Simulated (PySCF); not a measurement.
Radial density of O⁻ (oxygen, charge -1)

UHF, [He] 2s2 2p5, 2P determinant. Calculation: PySCF 2.14, in dyall-av3z (15s9p3d2f, 71 functions); the spin-free X2C one-electron Hamiltonian (Gaussian nucleus).

```tsv
r (bohr)	4πr²ρ (e/bohr)	4πr²(ρα − ρβ)
0.00267	0.02821	0.0000
0.00448	0.07644	0.0000
0.00754	0.2034	0.0001
0.0127	0.5250	0.0003
0.0213	1.283	0.0007
0.0359	2.865	0.0018
0.0604	5.483	0.0047
0.102	8.116	0.0154
0.171	7.920	0.0606
0.287	4.430	0.2229
0.483	3.275	0.5870
0.813	4.824	0.8620
1.37	3.487	0.5425
2.30	1.063	0.0941
3.87	0.1546	-0.0174
6.51	0.009968	-0.0047
10.9	5.626e-05	0.0000
```

Densities and radii are taken from the X2C orbitals without a picture-change correction, which distorts them close to the nucleus.

Where is the radial spin density 4πr²(ρα − ρβ) most negative, and why is it negative at all?

Around r = 3.87 bohr, down to -0.0174 e/bohr: exchange with the open shell polarises the paired shells in an unrestricted calculation.
